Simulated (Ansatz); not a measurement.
**Which method gave which barrier?**

Saddle point of AlNH₆O₂, closed shell (AlNH₄O₂ ([NH2][Al]([OH])[OH]) + H₂ → AlH₃O₂ ([OH][AlH][OH]) + NH₃ (still joined by a long Al–N bond); bonds formed: Al1–H6, N2–H5; bonds broken: H5–H6; bonds weakened to dative contacts: Al1–N2), PBE0-D4/def2-TZVP structure:

Al1  (-0.082, -0.397, 0.006)
N2  (0.008, 1.451, -0.267)
O3  (0.540, -1.262, -1.315)
O4  (-1.390, -0.826, 1.000)
H5  (0.947, 0.941, 0.613)
H6  (1.299, 0.095, 1.066)
H7  (-0.676, 2.077, 0.136)
H8  (0.376, 1.839, -1.125)
H9  (0.604, -2.210, -1.391)
H10  (-1.625, -1.707, 1.277)
(Å)

Computed with Ansatz 0.2.0 (basis: def2-TZVPP, with def2-QZVPP for the basis limit); correlated methods freeze the cores. B3LYP uses VWN-RPA correlation. Extrapolation: Hartree–Fock as exp(−7.88 √X), correlation as X^−2.97. Four methods, as single points on the PBE0-D4 structures, gave these electronic barriers from the start structure: 0.369, 0.869, 0.938, 1.294 eV.

(1) The methods were, in alphabetical order, B3LYP-D4, CCSD(T), HF, SPW92. Which gave which? (Judge from chemistry; the calculation decides.)

T1 diagnostic: at most 0.013. The end structure is not quite a true minimum (one mode of 58i cm⁻¹).

## Answers

(1) Computed: SPW92 0.369; B3LYP-D4 0.869; CCSD(T) 0.938; HF 1.294 eV. For comparison, CCSD(T) at an estimated basis limit (MP2 extrapolated from triple and quadruple zeta, plus CCSD(T) − MP2 in triple zeta) gives 0.949 eV.

Labels in which every atom is bracketed show which atoms are joined, not bond orders.

For scale, one of the runs: CCSD(T)/def2-TZVPP, 219 basis functions, launched by `ansatz run in.yaml --threads 4 --pin off --events-out ev --progress --plain --max-ram 9574MiB`. Hardware: 4 CPU threads of an Intel Xeon, shared host. Wall time 76 s; peak host memory 3.4 GiB.
